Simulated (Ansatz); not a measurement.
Reaction (formal exchange of groups at a B–Si bond): `NB[SiH2]O` + `N=C(F)Cl` → `N=C(Cl)BN` + `O[SiH2]F`

Computed with Ansatz on PBE0-D4/def2-TZVP structures; ΔE is electronic, products minus reactants. CCSD(T)/CBS is the MP2 limit (def2-TZVPP, def2-QZVPP) plus CCSD(T) − MP2 in def2-TZVPP, frozen cores. DFT in def2-TZVPP. Each species was taken in one conformer, which may not be the lowest.

| level | ΔE (kcal/mol) |
| --- | --- |
| LDA (SPW92) | -55.8 |
| BHLYP-D4 | -63.7 |
| PBE-QIDH | -61.4 |
| PBE | -55.8 |
| MP2/def2-TZVPP | -65.7 |
| CCSD/def2-TZVPP | -63.2 |
| SCS-MP2/def2-QZVPP | -66.3 |
| CCSD/CBS(def2) | -64.9 |

Task: What does CCSD(T)/CBS give? (Estimate.)

Result: Ansatz gave: -64.8 kcal/mol. The listed levels differ from it by 9.0, 1.1, 3.4, 9.0, -0.9, 1.6, -1.5, -0.1 kcal/mol.

Largest T1 diagnostic among the species: 0.014.

Leaving LDA and LC-ωPBE aside and taking each functional with its dispersion term where it has one, the values, not all of them listed here, spread over 7.6 kcal/mol, from BHLYP-D4 to PBE-D4. At CCSD(T), def2-SVP lies +7.9 kcal/mol from the extrapolated value and def2-TZVPP +1.7 kcal/mol.
